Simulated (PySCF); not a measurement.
# Carbon: a sound run and one with changed settings

Sound run: C⁺ [He] 2s2 2p1, C²⁺ [He] 2s2. Calculation: PySCF 2.14, in def2-TZVP (5s3p2d1f, 31 functions); the non-relativistic Hamiltonian (point nucleus). In the sound run the correlated levels freeze 1s2. The sound run starts from symmetry-adapted Hartree-Fock orbitals and uses a fine grid where one is needed.

Changed run: initial guess sap, at most 50 SCF cycles, level shift 0.1 hartree.

| species | method | sound run (hartree) | changed run (hartree) | converged |
| --- | --- | --- | --- | --- |
| C⁺ | UHF | -37.29554 | -37.29554 | yes |
| C⁺ | MN15 | -37.39382 | -37.39382 | yes |
| C⁺ | M06-2X | -37.42663 | -37.42663 | yes |
| C⁺ | MP2 | -37.34547 | -37.34172 | yes |
| C⁺ | CCSD(T) | -37.37057 | -37.37057 | yes |
| C²⁺ | UHF | -36.40730 | -36.40730 | yes |
| C²⁺ | MN15 | -36.49622 | -36.49622 | yes |
| C²⁺ | M06-2X | -36.52790 | -36.52790 | yes |
| C²⁺ | MP2 | -36.44981 | -36.44590 | yes |
| C²⁺ | CCSD(T) | -36.47998 | -36.47998 | yes |

Ionisation energy of C⁺:

```json
{"method": "UHF", "sound run (eV)": "24.170", "changed run (eV)": "24.170"}
{"method": "MN15", "sound run (eV)": "24.425", "changed run (eV)": "24.425"}
{"method": "M06-2X", "sound run (eV)": "24.456", "changed run (eV)": "24.456"}
{"method": "MP2", "sound run (eV)": "24.372", "changed run (eV)": "24.376"}
{"method": "SCS-MP2", "sound run (eV)": "24.335", "changed run (eV)": "24.344"}
{"method": "CCSD", "sound run (eV)": "24.203", "changed run (eV)": "24.203"}
{"method": "CCSD(T)", "sound run (eV)": "24.234", "changed run (eV)": "24.234"}
```

A level shift leaves the converged SCF energy unchanged but raises the virtual orbital energies, which shrinks MP2 if it is not removed.

For comparison, NIST gives 24.383 eV between the lowest levels.
